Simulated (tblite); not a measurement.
Compound: 4-(trifluoromethyl)pyridine, C6H4F3N.
Numbering: `[F:1][C:2]([F:3])([F:4])[c:5]1[cH:6][cH:7][n:8][cH:9][cH:10]1` (hydrogens: H11 on C6; H12 on C7; H13 on C9; H14 on C10)

Computed with GFN2-xTB (tblite), gas phase: Langevin dynamics at 300 K from the optimised GFN2-xTB geometry, time step 0.5 fs, friction 0.01 fs⁻¹, 2000 steps.

Start geometry:
```
atom  x, y, z in Å
F1      2.549    0.096    1.050
C2      1.963   -0.058   -0.153
F3      2.414   -1.220   -0.647
F4      2.454    0.912   -0.938
C5      0.461   -0.016   -0.051
C6     -0.211    1.195   -0.151
C7     -1.593    1.172   -0.032
N8     -2.286    0.068    0.175
C9     -1.637   -1.077    0.276
C10    -0.257   -1.183    0.173
H11     0.324    2.115   -0.323
H12    -2.172    2.083   -0.106
H13    -2.250   -1.951    0.448
H14     0.241   -2.136    0.257
```

The statistics below take the 31 frames saved every 25 fs from 250 to 1000 fs; their kinetic temperature (all 3N coordinates) averages 297 K.

Question: Give the mean, spread and extremes of the bond lengths.

Answer: 
| bond | start (Å) | mean (Å) | standard deviation (Å) | shortest (Å) | longest (Å) |
| --- | --- | --- | --- | --- | --- |
| F1–C2 | 1.347 | 1.352 | 0.025 | 1.306 | 1.408 |
| C2–F3 | 1.341 | 1.349 | 0.019 | 1.302 | 1.379 |
| C2–F4 | 1.341 | 1.345 | 0.035 | 1.279 | 1.404 |
| C2–C5 | 1.505 | 1.513 | 0.026 | 1.462 | 1.563 |
| C5–C6 | 1.388 | 1.384 | 0.021 | 1.342 | 1.437 |
| C6–C7 | 1.388 | 1.395 | 0.028 | 1.344 | 1.477 |
| C7–N8 | 1.320 | 1.322 | 0.024 | 1.275 | 1.371 |
| N8–C9 | 1.320 | 1.328 | 0.024 | 1.270 | 1.381 |
| C9–C10 | 1.388 | 1.391 | 0.029 | 1.338 | 1.464 |
| C5–C10 | 1.389 | 1.395 | 0.025 | 1.349 | 1.450 |
| C6–H11 | 1.078 | 1.082 | 0.031 | 1.012 | 1.149 |
| C7–H12 | 1.081 | 1.086 | 0.020 | 1.039 | 1.127 |
| C9–H13 | 1.081 | 1.091 | 0.050 | 0.994 | 1.190 |
| C10–H14 | 1.078 | 1.083 | 0.026 | 1.025 | 1.136 |

Question: Give the same statistics for bond angles, one of each kind among heavy atoms.

Answer: 
```
    angle  start (°)  mean (°)  standard deviation (°)  smallest (°)  largest (°)
 F1–C2–F3      106.3     105.9                     2.6         101.3        110.1
 F1–C2–C5      111.7     111.4                     3.6         104.8        118.0
 F3–C2–F4      106.7     106.5                     3.7          98.3        113.2
 F3–C2–C5      112.6     112.8                     3.0         105.4        117.7
 C2–C5–C6      120.1     121.7                     2.9         116.4        128.3
C6–C5–C10      119.6     119.4                     2.5         114.6        124.3
 C5–C6–C7      117.5     117.5                     2.9         109.5        122.4
 C6–C7–N8      123.3     123.1                     2.9         116.5        127.6
 C7–N8–C9      118.7     118.5                     2.2         112.7        121.7
```

Question: How far does each atom move about its mean position (frames aligned on the start, all atoms weighted alike), and what rms force does it feel?

Answer: 
```csv
atom,rms displacement (Å),rms force (eV/Å)
F1,0.19,0.83
C2,0.06,1.71
F3,0.18,0.78
F4,0.18,1.12
C5,0.09,1.48
C6,0.10,1.95
C7,0.07,1.71
N8,0.10,1.71
C9,0.07,2.41
C10,0.09,1.88
H11,0.16,1.10
H12,0.15,0.77
H13,0.16,1.67
H14,0.19,0.97
```

The displacements run from 0.06 to 0.19 Å.

Question: Follow the torsion F1–C2–C5–C6 through every second one of these frames.

Answer: 
```json
{"t (fs)": "250", "F1–C2–C5–C6 (°)": "104"}
{"t (fs)": "300", "F1–C2–C5–C6 (°)": "111"}
{"t (fs)": "350", "F1–C2–C5–C6 (°)": "121"}
{"t (fs)": "400", "F1–C2–C5–C6 (°)": "123"}
{"t (fs)": "450", "F1–C2–C5–C6 (°)": "124"}
{"t (fs)": "500", "F1–C2–C5–C6 (°)": "133"}
{"t (fs)": "550", "F1–C2–C5–C6 (°)": "134"}
{"t (fs)": "600", "F1–C2–C5–C6 (°)": "142"}
{"t (fs)": "650", "F1–C2–C5–C6 (°)": "121"}
{"t (fs)": "700", "F1–C2–C5–C6 (°)": "132"}
{"t (fs)": "750", "F1–C2–C5–C6 (°)": "126"}
{"t (fs)": "800", "F1–C2–C5–C6 (°)": "122"}
{"t (fs)": "850", "F1–C2–C5–C6 (°)": "121"}
{"t (fs)": "900", "F1–C2–C5–C6 (°)": "127"}
{"t (fs)": "950", "F1–C2–C5–C6 (°)": "136"}
{"t (fs)": "1000", "F1–C2–C5–C6 (°)": "136"}
```

Largest departure from the start value over all these frames: F1–C2–C5–C6 52° (start 89°).

Question: How widely does the potential energy scatter, against a harmonic estimate?

Answer: Mean 0.49 eV above the start, standard deviation 0.130 eV, range 0.26 to 0.81 eV. For 36 classical harmonic modes at 300 K the canonical values are 36kT/2 = 0.47 eV and kT·√(36/2) = 0.110 eV.

The run is classical and short, so these are rough statistics of one trajectory.

What follows is the cost of the whole dynamics run. Time: 12 s; peak memory 0.18 GiB. Hardware: Intel Xeon Platinum 8488C, one thread, shared host.
